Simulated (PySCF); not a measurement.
Compound: C5H6Cl2O.
Bonds: O1–C2 (double), C2–C3, C3–C4, C4–C5, C5–Cl6, C5–Cl7, C5–C8, C2–C8. Hydrogens: H9, H10 on C3; H11, H12 on C4; H13, H14 on C8.

The closed-shell SCF was solved with PySCF and density fitting under several settings on one GFN2-xTB geometry (grid level 2 and gas phase unless stated).

```tsv
settings	basis functions	SCF cycles	E (Eh)	HOMO (eV)	LUMO (eV)	dipole (D)
PBE0/pcSseg-1	180	14	-1189.0901	-7.63	-1.07	1.97
PBE0/def2-SVPD	225	14	-1188.7085	-7.70	-1.21	2.06
B97-2/pcSseg-1, IEF-PCM cyclohexane, grid level 4	180	14	-1189.6779	-7.32	-1.06	2.19
PBE0/6-311G**, IEF-PCM acetone, grid level 4, start guess huckel	196	15	-1189.2570	-7.46	-0.80	2.54
```

Task: Estimate the rows for these settings: (1) LDA/def2-SVP; (2) PBE0/cc-pVDZ; (3) revPBE/STO-3G.

Result: 
```tsv
settings	basis functions	SCF cycles	E (Eh)	HOMO (eV)	LUMO (eV)	dipole (D)
LDA/def2-SVP	150	15	-1184.0081	-5.92	-2.15	1.75
PBE0/cc-pVDZ	150	14	-1189.1897	-7.37	-0.83	1.83
revPBE/STO-3G	54	15	-1176.1288	-3.16	0.77	2.01
```

Task: Over all rows, what range does the HOMO–LUMO gap span?

Result: From 3.77 eV (LDA/def2-SVP) to 6.66 eV (PBE0/6-311G**, IEF-PCM acetone, grid level 4, start guess huckel). The functional of the narrowest has no exact exchange, that of the widest 25 % exact exchange.

Task: And the dipole moment?

Result: From 1.75 D (LDA/def2-SVP) to 2.54 D (PBE0/6-311G**, IEF-PCM acetone, grid level 4, start guess huckel); the largest is 1.45 times the smallest, and the median is 2.01 D.

Task: Compare two rows with the functional PBE0: PBE0/pcSseg-1 and PBE0/cc-pVDZ. Which energy is lower, and by how much?

Result: PBE0/cc-pVDZ (150 functions) lies 0.0996 Eh or 62 kcal/mol below PBE0/pcSseg-1 (180 functions). The smaller set gives the lower energy; the two sets aren't nested, so the variational bound doesn't order them by size.

Cycle counts include a coarse-grid stage where the run had one. All basis functions are spherical, in the Pople sets too. One conformer (not necessarily the lowest) at the GFN2-xTB geometry, without vibrations or thermal averaging.
